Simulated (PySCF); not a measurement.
# Ag⁺: excitation energy

Ag⁺ [Kr] 4d10 (1S) → Ag⁺ [Kr] 4d9 5p1 (high-spin determinant), as a difference of total energies. Computed with PySCF 2.14 in x2c-TZVPPall with one added diffuse shell each of s, p, d, f type (9s7p7d3f1g, 95 functions), with the spin-free X2C one-electron Hamiltonian (Gaussian nucleus). Correlated levels: valence: [Kr] frozen; valence and next inner shell: [Ar] 3d10 frozen. The calculations carry no spin-orbit coupling.

| method | excitation energy (eV) |
| --- | --- |
| UHF | 9.257 |
| LDA | 10.386 |
| PBE | 10.106 |
| PBE0 | 10.116 |
| r2SCAN | 10.041 |
| r2SCAN0 | 10.059 |
| BHandHLYP | 10.032 |
| M06-2X | 10.327 |
| wB97X | 10.550 |
| MP2 (valence) | 10.690 |
| SCS-MP2 (valence) | 10.618 |
| MP2 (valence and next inner shell) | 10.670 |
| SCS-MP2 (valence and next inner shell) | 10.537 |

**Question.** How much does correlation contribute at MP2 (valence and next inner shell)?

**Answer.** 10.670 − (9.257) = 1.413 eV, measured against UHF.

A first-order spin-orbit estimate (lowest level to lowest level, LS coupling) adds -0.154 eV.

The determinant of the upper state mixes LS terms, which raises its energy above the lowest term, most at the Hartree-Fock and MP2 levels.
